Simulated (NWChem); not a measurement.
System: C₃H₁₀N cation; SMILES CC[NH2+]C

NWChem input:

```
start job
memory heap 200 mb stack 900 mb global 1100 mb
charge 1
geometry units angstroms
  C      1.216808    -0.453712     1.056691
  C      0.502488     0.715761     0.406976
  N     -0.237105     0.293798    -0.823080
  C     -1.435586    -0.529670    -0.560049
  H      1.891321    -0.941818     0.356918
  H      1.814019    -0.085058     1.885670
  H      0.523820    -1.187237     1.457318
  H      1.228850     1.477030     0.116458
  H     -0.213758     1.163760     1.097463
  H      0.410738    -0.239821    -1.417685
  H     -0.522425     1.130587    -1.345255
  H     -2.124278     0.015402     0.082512
  H     -1.940458    -0.768656    -1.493727
  H     -1.153647    -1.457900    -0.069445
end
basis spherical
  * library def2-svp
end
dft
  xc xpbe96 cpbe96
  disp vdw 4
  iterations 150
end
driver
  maxiter 120
end
task dft optimize
```

NWChem printed, in part:

```
             Northwest Computational Chemistry Package (NWChem) 7.3.0
             --------------------------------------------------------

 C1  symmetry detected

                             Geometry "geometry" -> ""
                             -------------------------

 Output coordinates in angstroms (scale by  1.889725989 to convert to a.u.)

  No.       Tag          Charge          X              Y              Z
 ---- ---------------- ---------- -------------- -------------- --------------
    1 C                    6.0000    -0.53442671     1.57184071     0.13640990
    2 C                    6.0000     0.59915015     0.68401841    -0.33985138
    3 N                    7.0000     0.55437348    -0.66199214     0.31156169
    4 C                    6.0000    -0.55664586    -1.52249281    -0.14540241
    5 H                    1.0000    -0.52720903     1.67374970     1.21921180
    6 H                    1.0000    -0.40695675     2.56364276    -0.28768093
    7 H                    1.0000    -1.50530676     1.20516165    -0.18254413
    8 H                    1.0000     1.55760935     1.14412496    -0.09248346
    9 H                    1.0000     0.55061046     0.54059077    -1.42038650
   10 H                    1.0000     0.47254537    -0.52236963     1.32734445
   11 H                    1.0000     1.44068443    -1.14904326     0.13401118
   12 H                    1.0000    -0.49353459    -1.66609362    -1.22228707
   13 H                    1.0000    -0.50569607    -2.49373865     0.34229656
   14 H                    1.0000    -1.51182632    -1.06227752     0.09464965

 Effective nuclear repulsion energy (a.u.)     143.7711644314

                                Z-matrix (autoz)
                                --------

 Units are Angstrom for bonds and degrees for angles

[...]

      ----------------------
      Optimization converged
      ----------------------

  Step       Energy      Delta E   Gmax     Grms     Xrms     Xmax
  ---- ---------------- -------- -------- -------- -------- --------
@   10    -174.48462135 -2.6D-07  0.00003  0.00001  0.00047  0.00129
                                     ok       ok       ok       ok

                                Z-matrix (autoz)
                                --------

 Units are Angstrom for bonds and degrees for angles

[...]
```

Level: PBE-D3(BJ)/def2-SVP. Not confirmed as a minimum by frequencies.
